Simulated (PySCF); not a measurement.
Excitation energy of Se by level of theory

Se [Ar] 3d10 4s2 4p4 (3P) → Se [Ar] 3d10 4s1 4p4 4d1 (high-spin determinant), as a difference of total energies. Calculation: PySCF 2.14, in aug-cc-pVQZ-DK; the spin-free X2C one-electron Hamiltonian (Gaussian nucleus). Correlated levels: valence: [Ar] 3d10 frozen. The calculations carry no spin-orbit coupling.

| method | excitation energy (eV) |
| --- | --- |
| UHF | 17.990 |
| LDA | 19.141 |
| PBE | 18.735 |
| PBE0 | 18.802 |
| r2SCAN | 18.663 |
| r2SCAN0 | 18.729 |
| TPSSh | 18.769 |
| LC-wPBE | 19.297 |
| wB97M-V | 19.191 |
| MP2 (valence) | 18.479 |
| SCS-MP2 (valence) | 18.671 |

Q: How much does correlation contribute at MP2 (valence)?

A: 18.479 − (17.990) = 0.489 eV, measured against UHF.

A first-order spin-orbit estimate (lowest level to lowest level, LS coupling) adds -0.016 eV.

The upper state lies above the first ionisation limit, where it may autoionise and the basis confines it.

The promoted electron is Rydberg-like, and one or two diffuse shells describe it only roughly, which tends to raise the upper state.

In the upper state the promoted electron has a positive orbital energy at LDA, PBE, r2SCAN, so the basis confines it.

The determinant of the upper state mixes LS terms, which raises its energy above the lowest term, most at the Hartree-Fock and MP2 levels.
